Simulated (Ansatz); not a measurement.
C2H7FSSi can be A, `C[Si](C)(F)S`, or B, `FCSC[SiH3]`.

Isolated molecules relaxed with PBE0-D4/def2-TZVP in Ansatz; ΔE leaves out vibrations. CBS: MP2 limit from def2 TZ/QZ plus the TZ coupled-cluster correction, frozen cores. DFT in def2-TZVPP. B3LYP here is the variant with VWN-RPA as its local correlation; programs differ in this. One conformer a species, not always the lowest.

A:

Z-matrix (Å, degrees):
```
C
Si 1 1.854
H 1 1.093 2 110.6
H 1 1.093 2 110.8 3 119.8
H 1 1.092 2 110.6 3 -120.5
C 2 1.854 1 112.6 3 -56.5
F 2 1.603 1 108.4 3 63.5
S 2 2.143 1 111.8 3 176.6
H 6 1.092 2 110.6 1 176.9
H 6 1.093 2 110.8 1 -63.3
H 6 1.094 2 110.6 1 56.5
H 8 1.344 2 93.2 1 63.5
```

B:

```xyz
12

F    -1.5077   -0.9180   -2.0431
C    -0.2176   -0.4546   -1.8782
S    -0.1565    1.1468   -1.1088
C    -0.6323    0.7095    0.5853
Si    0.8084   -0.0158    1.5532
H     0.3248   -1.1955   -1.2871
H     0.2425   -0.3450   -2.8627
H    -0.9524    1.6440    1.0534
H    -1.5087    0.0592    0.5548
H     1.3663   -1.1939    0.8385
H     1.8675    1.0150    1.6884
H     0.3657   -0.4517    2.9064
```

(1) Which isomer does CCSD(T)/CBS put lower? Give the gap. (An estimate is asked.)

(2) Give E(B) − E(A) in kJ/mol with PBE0-D4, HF/def2-TZVPP, CCSD/def2-TZVPP, B3LYP, MP2/def2-TZVPP, B3LYP-D4, PBE-D4. (An estimate is asked.)

Largest T1 diagnostic: 0.012.

Answers

(1) The calculation gave: A, by 401.0 kJ/mol.

(2) The calculation gave: PBE0-D4 389.2, HF/def2-TZVPP 400.5, CCSD/def2-TZVPP 399.9, B3LYP 388.1, MP2/def2-TZVPP 409.5, B3LYP-D4 388.9, PBE-D4 376.4. None reverses the order clearly.

From PBE to PBE0 (25 % exact exchange), in def2-TZVPP and without D4, E(B) − E(A) moves by +12.8 kJ/mol.
